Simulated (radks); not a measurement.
All-electron atom: W5+ in [Xe] 4f14 5d1. All-electron calculation, scalar-relativistic Kohn-Sham, BLYP, spin-polarised, spherical densities, finite nucleus; open shells are filled with parallel spins first (spin-orbit coupling, left out, can overturn this in heavy ions); Fermi nuclear charge, rms radius 5.3658 fm. Program: a radial shooting solver on a logarithmic mesh with Libxc functionals.

Normalised radial functions P(r) = r R(r), r in bohr:

r,5s up,4f down,5d up
0.001384,0.0835,0.0000,0.0000
0.001831,0.1016,0.0000,0.0000
0.002442,0.1227,0.0000,0.0001
0.00323,0.1446,0.0000,0.0001
0.004309,0.1667,0.0000,0.0003
0.005701,0.1842,0.0000,0.0006
0.007604,0.1926,0.0000,0.0014
0.01006,0.1835,0.0001,0.0029
0.01342,0.1466,0.0002,0.0061
0.0179,0.0731,0.0007,0.0126
0.02368,-0.0348,0.0019,0.0247
0.03158,-0.1672,0.0052,0.0473
0.04179,-0.2743,0.0132,0.0841
0.05574,-0.2912,0.0330,0.1405
0.07375,-0.1542,0.0756,0.2080
0.09836,0.1307,0.1643,0.2663
0.1301,0.3900,0.3196,0.2654
0.1736,0.3736,0.5663,0.1506
0.2297,-0.0271,0.8687,-0.0773
0.3063,-0.5301,1.1594,-0.3296
0.4053,-0.5667,1.3044,-0.4139
0.5406,0.0509,1.2349,-0.2100
0.7153,0.8229,0.9905,0.2072
0.954,1.1638,0.6641,0.6478
1.262,0.9240,0.3734,0.8772
1.684,0.4540,0.1629,0.8147
2.228,0.1388,0.0539,0.5435
2.971,0.0221,0.0114,0.2413
3.931,0.0017,0.0014,0.0660
5.243,0.0000,0.0001,0.0089

5s up: eigenvalue -137.47 eV, 4 radial nodes at r = 0.0218, 0.0871, 0.226, 0.531 bohr, <r> = 1.05 bohr, 90 % of the charge inside 1.51 bohr. 4f down: eigenvalue -92.103 eV, 0 radial nodes, <r> = 0.602 bohr, 90 % of the charge inside 0.995 bohr. 5d up: eigenvalue -57.266 eV, 2 radial nodes at r = 0.211, 0.629 bohr, <r> = 1.59 bohr, 90 % of the charge inside 2.36 bohr.
